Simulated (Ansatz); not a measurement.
Spin states of F2Hf (SMILES [F][Hf][F]), each relaxed at B3LYP-D3(BJ)/def2-TZVP; lowest solutions found, singlets restricted, no spin–orbit coupling, no relativity up to Kr.
Multiplicity 1 (charge 0, multiplicity 1):
```xyz
3

Hf     0.5378     0.0710    -0.0679
F     -0.5025     1.2447    -1.1206
F     -0.0685    -1.2684     1.1181
```
Multiplicity 3 (charge 0, multiplicity 3):
```csv
atom,x (Å),y (Å),z (Å)
Hf,0.4038,0.0578,-0.0573
F,-0.4533,1.3449,-1.2092
F,0.0163,-1.3554,1.1961
```

Codes used: Ansatz (Gaussian orbitals).  In def2 rows elements past Kr take small-core potentials, without spin–orbit coupling.

The energy of multiplicity 3 less that of multiplicity 1 (kcal/mol) and the share of exact exchange:

| functional | exact exchange (%) | value |
|---|---|---|
| PBE/def2-TZVPP | 0 | 10.49 |
| PBE0/def2-TZVPP | 25 | 7.11 |
| BLYP/def2-TZVPP | 0 | 13.63 |
| B3LYP/def2-TZVPP | 20 | 11.40 |
| BHLYP/def2-TZVPP | 50 | 8.33 |
| r2SCAN/def2-TZVPP | 0 | 0.73 |
| r2SCANh/def2-TZVPP | 10 | 0.64 |

Q: Take the value as linear in the share of exact exchange along PBE and PBE0. Give the slope, say whether the sign turns, and set the other functionals against that line.

A: 
Slope: (7.11 − (10.49))/2.5 = -1.35 kcal/mol for each 10 %. The line crosses zero at 78 %, where the sign would turn. At 50 % it gives 3.7 kcal/mol. The LYP pair gives (8.33 − (13.63))/5 = -1.06 for each 10 %. BHLYP, at 50 %, lies 4.6 from the PBE line. B3LYP, at 20 %, lies 3.6 from the PBE line. r2SCAN, with none, stands -9.8 from PBE. The r2SCAN pair gives -0.08 for 10 %.

Ansatz is an electronic-structure program.
